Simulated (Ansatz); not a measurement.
`F[Si@H]1C[Si@@H]1[SeH]` → `FC[SiH]1[SiH2][Se]1`  (isomerisation)

Program: Ansatz. Geometries: PBE0-D4/def2-TZVP. ΔE: electronic, gas phase. CCSD(T)/CBS adds triple-zeta CCSD(T) − MP2 to the extrapolated MP2 energy (def2 sets, frozen cores). Functionals use def2-TZVPP. B3LYP here is the variant with VWN-RPA as its local correlation; programs differ in this. For Se outer-core shells are correlated without core-valence functions, which leaves a few kJ/mol of doubt a bond. Scalar relativity is left out up to krypton. One conformer a species, not always the lowest.

`F[Si@H]1C[Si@@H]1[SeH]`:

Z-matrix (Å, degrees):
```
Si
C 1 1.872
Si 1 2.238 2 54.7
F 1 1.598 2 118.5 3 115.6
H 1 1.481 2 115.9 3 -112.3
H 2 1.089 1 117.7 3 116.7
H 2 1.091 1 118.2 3 -106.0
Se 3 2.272 1 126.8 2 -104.7
H 3 1.482 1 123.2 2 95.1
H 8 1.469 3 93.1 1 2.7
```

`FC[SiH]1[SiH2][Se]1`:

```xyz
10

F     2.449    0.691    0.651
C     1.141    1.151    0.563
Si   -0.074   -0.299    0.664
Si   -1.052   -1.148   -1.181
Se   -2.224    0.309    0.159
H     1.016    1.687   -0.382
H     0.969    1.856    1.383
H     0.104   -1.090    1.904
H    -1.594   -2.526   -1.229
H    -0.734   -0.630   -2.533
```

```tsv
level	ΔE (kJ/mol)	difference from CCSD(T)/CBS
PBE-D4	81.2	-11.4
r2SCAN-D4	91.1	-1.5
PBE0-D4	82.7	-9.9
B3LYP-D4	88.8	-3.8
ωB97X-V	86.6	-6.0
ωB97M-V	92.0	-0.6
B2PLYP	92.1	-0.5
PBE	81.5	-11.1
r2SCAN	91.1	-1.5
PBE0	82.9	-9.7
B3LYP	89.3	-3.3
HF/def2-TZVPP	86.6	-6.0
MP2/def2-TZVPP	97.4	4.8
SCS-MP2/def2-TZVPP	94.3	1.7
CCSD/def2-TZVPP	93.8	1.2
CCSD(T)/def2-TZVPP	92.5	-0.1
HF/def2-QZVPP	89.4	-3.2
MP2/def2-QZVPP	98.4	5.8
SCS-MP2/def2-QZVPP	95.7	3.1
HF/CBS(def2)	89.7	-2.9
MP2/CBS(def2)	97.5	4.9
CCSD/CBS(def2)	93.9	1.3
CCSD(T)/CBS	92.6	0
```

Largest T1 diagnostic among the species: 0.012.

In def2-TZVPP, CCSD(T) changes the Hartree–Fock value by +5.9 kJ/mol (the triples alone add −1.3 kJ/mol) and MP2 by +10.8 kJ/mol.

CCSD(T)/CBS has its own doubt, a few kJ/mol and more with outer-core shells, so smaller differences from it don't rank the levels.
